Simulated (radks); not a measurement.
Spherical quantum dot in the effective-mass picture: electrons in a well V = -V0 / (1 + exp((r - R)/a)) with V0 = 15.4, R = 4.04, a = 0.14, with a point charge +2 (a donor) at the centre, all in effective atomic units (hartree* = m*/eps^2 hartree, bohr* = eps/m* bohr), one dielectric constant everywhere. Calculated with a radial shooting solver with Libxc functionals: non-relativistic Kohn-Sham, LDA (Slater exchange, Perdew-Wang correlation), spin-polarised, spherical densities. Levels are named by radial order and angular momentum (1s, 1p, 1d, 2s, ...), and open shells are averaged over m. Results are scaled to m* = 0.159 and eps = 15.5, for which hartree* = 18.01 meV and bohr* = 5.159 nm.

N = 38, configuration 1s2 1p6 1d10 2s2 1f14 1g(up 4, down 0). This is the lowest configuration that the search found. Occupied and some empty levels:

level,occupation,eigenvalue (meV),<r> (nm)
1s up,1,-75.060,13.55
1s down,1,-74.615,13.30
1p up,3,-71.982,15.26
1p down,3,-71.434,15.23
1d up,5,-67.463,15.67
2s up,1,-66.977,6.575
1d down,5,-66.890,15.65
2s down,1,-66.855,6.783
1f up,7,-61.202,16.01
1f down,7,-60.611,16.00
1g up,4,-53.319,16.31
1g down,0,-52.716,16.30
2p up,0,-46.422,10.54
2p down,0,-46.226,10.53
1h up,0,-43.910,16.58
1h down,0,-43.298,16.57
3s up,0,-42.251,10.74
3s down,0,-42.012,10.74
2d up,0,-34.647,12.10
2d down,0,-34.382,12.09

Energy (meV): total -6370.27, kinetic 790.13, external -10856, Hartree 4018.5, exchange-correlation -322.63.
